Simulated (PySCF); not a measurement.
# Ionisation and electron attachment of dibromomethane

Molecule: `BrCBr` (CH2Br2). Coordinates in Å; atoms count from 1 in this order:
```
Br    1.8353    0.1222   -0.0254
C    -0.0879    0.1464   -0.0110
Br   -0.8957   -1.5982    0.0521
H    -0.4093    0.6967    0.8782
H    -0.4235    0.6378   -0.9291
```

These are calculated values, ωB97X-D3(BJ)/ma-def2-TZVP in PySCF (grid level 2) at geometries from PBE0-D3(BJ)/ma-def2-SVP. Thermal corrections: PBE0-D3(BJ)/ma-def2-SVP frequencies, unscaled, ideal gas at 298.15 K and 1 bar, quasi-RRHO entropy.

Frontier levels of the parent: HOMO -10.61 eV, LUMO 0.75 eV.

Oxidation to the radical cation:
```
Vertical ionisation energy (electronic)              : 10.76 eV
Adiabatic ionisation energy (with zero-point energy) : 10.75 eV
Adiabatic, electronic part                           : 10.82 eV
Vertical gap at the product's structure              : 10.72 eV
⟨S²⟩ of the product                                  : 0.754
Largest spin populations                             : Br1 0.44, Br3 0.43
Largest changes of atomic charge                     : Br1 0.45, Br3 0.45
Distances that move most (Å)                         : C2–Br3 1.924 → 1.880; Br1–C2 1.923 → 1.882; C2–H 1.094 → 1.113; C2–H 1.094 → 1.113
Potential in DMF                                     : 8.26 V absolute, 3.72 V against Fc+/Fc computed at 4.54 V (solvation -14 → -252 kJ/mol)
```

Vertical electron affinity to the radical anion: -0.64 eV. The product does not keep its bonds on relaxation, so no adiabatic value is given. The value is negative, so the extra electron is not bound, and the number hangs on the basis.

Solvents are IEF-PCM continua (electrostatics only, gas-phase structures); absolute potentials refer to an electron at rest in vacuum. Fc+/Fc in DMF, 4.54 V, is ωB97X-D3(BJ)/ma-def2-TZVP on PBE0-D3(BJ)/def2-SVP structures with GFN2-xTB thermal terms. Benchmark calculations put it near 5.0 V in acetonitrile and DMSO, so it is about 0.5 V low, and the value against it can read up to that much too high.

Measured values (NIST Chemistry WebBook, evaluated or the median of agreeing entries): adiabatic ionisation energy 10.41 eV (computed 10.75, difference 0.34).

Note: spin-orbit coupling is left out of the energies, which matters for open shells on the heavier atoms; atoms from Ga to Kr are treated without relativity; the relaxed radical cation lies 0.06 eV above the vertical state at this level, which can't hold for one state at its own minimum: the two belong to different states, or the structure misses this level's minimum, so vertical and adiabatic values aren't comparable; the value from this structure is no true adiabatic energy.

Run with `OMP_NUM_THREADS=1 python redox_run.py task.json out` on 1 thread of Arm Neoverse V2, a shared host. Structures, frequencies and single points: 10 min of wall time.
